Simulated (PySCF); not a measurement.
Work out the structure from these simulated measurements.

Elements present: C, H, O and Si. Monoisotopic mass: 174.0348 u.

- NMR, other nuclei: isotropic shieldings of nuclei other than C and H, by class: -107 (1 O), -85 (1 O), 90 (1 O), 151 (1 O), 386 (1 Si) ppm [GIAO PBE0/pcSseg-1]
- Rotational structure: rotational constants A, B, C: 2.856, 0.386, 0.380 GHz [GFN2-xTB]
- 13C NMR: chemical shifts (computed TMS as zero) by class: 167.5 (1 C), 166.1 (1 C), 68.9 (1 C), 30.9 (2 C), 13.0 (1 C) ppm [GIAO PBE0/pcSseg-1]
- Dipole: 2.02 D [PBE0/pcSseg-1]
- 1H NMR: chemical shifts (computed TMS as zero) by class: 5.72 (1 H), 4.90 (3 H), 2.52 (2 H), 2.45 (2 H), 1.94 (1 H), 1.76 (1 H) ppm [GIAO PBE0/pcSseg-1]

Gas-phase values; electronic properties from PySCF, density fitting. Levels stand in brackets. One conformer (not necessarily the lowest) at the GFN2-xTB geometry, without solvent, vibrations or thermal averaging. NMR classes are plain means over equivalent atoms (diastereotopic ones count apart unless rotation or inversion swaps them), as if these changed places fast.

**Question.** Which formula fits the mass and the elements?

**Answer.** C6H10O4Si (calculated 174.0348). No other formula that holds each of these elements comes within 0.0003 u with a fitting electron parity and a possible valence count.

**Question.** Propose a structure and show how it fits.

**Answer.** Numbering: `[O:1]=[C:2]([O:3][SiH3:4])[C:5](=[O:6])[O:7][CH:8]1[CH2:9][CH2:10][CH2:11]1`. Its formula, C6H10O4Si, gives 3 degrees of unsaturation: 1 ring and 2 π bonds in the structure found. 6 carbons fall into 5 classes; from least to most shielded: carbonyl carbon [C2] (167.5 ppm), ester carbonyl carbon [C5] (166.1 ppm), ring sp3 carbon bound to oxygen [C8] (68.9 ppm), four-membered-ring carbon [C9/C11] (30.9 ppm, 2 C, up to 2.5 ppm apart in this geometry), four-membered-ring carbon [C10] (13.0 ppm). Hydrogen classes from least to most shielded: 1 H on an sp3 carbon bound to oxygen, C8 (5.72 ppm), 3 H on an oxygen-bound silicon, Si4 (4.90 ppm), 2 H on 2 four-membered-ring carbons, C9/C11 (2.52 ppm), 2 H on 2 four-membered-ring carbons, C9/C11 (2.45 ppm), 1 H on a four-membered-ring carbon, C10 (1.94 ppm), 1 H on a four-membered-ring carbon, C10 (1.76 ppm). The other shieldings belong to: -107 ppm, carbonyl oxygen [O1]; -85 ppm, ester carbonyl oxygen [O6]; 90 ppm, ester single-bonded oxygen [O7]; 151 ppm, oxygen singly bound to a carbonyl carbon [O3]; 386 ppm, oxygen-bound silicon [Si4]. The optimised geometry has point group C1 and is an asymmetric top. Structure: `O=C(O[SiH3])C(=O)OC1CCC1`. The assignments are read from this structure; whether some other isomer fits the data as well wasn't checked.

The values belong to the conformer `[O:1]=[C:2]([O:3][SiH3:4])[C:5](=[O:6])[O:7][CH:8]1[CH2:9][CH2:10][CH2:11]1`: O1–C2–O3–Si4 2°, O1–C2–C5–O6 -116°, C2–C5–O7–C8 -178°, C5–O7–C8–C9 -157°.
